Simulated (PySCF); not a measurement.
This script is equivalent to a calculation on Se²⁺ (selenium, charge +2).

```python
from pyscf import gto, scf, dft, mp, cc
import basis_set_exchange as bse
mol = gto.M(atom="Se 0 0 0", charge=2, spin=2, symmetry="D2h",
            basis=gto.basis.parse(bse.get_basis("def2-SVP", elements=["Se"], fmt="nwchem", header=False)))
mf = scf.UHF(mol)
mf.irrep_nelec = {'Ag': (6, 6), 'B1g': (1, 1), 'B2g': (1, 1), 'B3g': (1, 1), 'B1u': (3, 2), 'B2u': (3, 2), 'B3u': (2, 2)}
mf.kernel()
```

(1) What total energy does it give?

(2) Which occupied shell lies highest, and where?

(3) What is ⟨S²⟩, and what would a pure spin state give?

## Answers

(1) -2398.44768 hartree (calculated).

(2) 4p α, at -31.367 eV.

(3) 2.008, against 2.00.
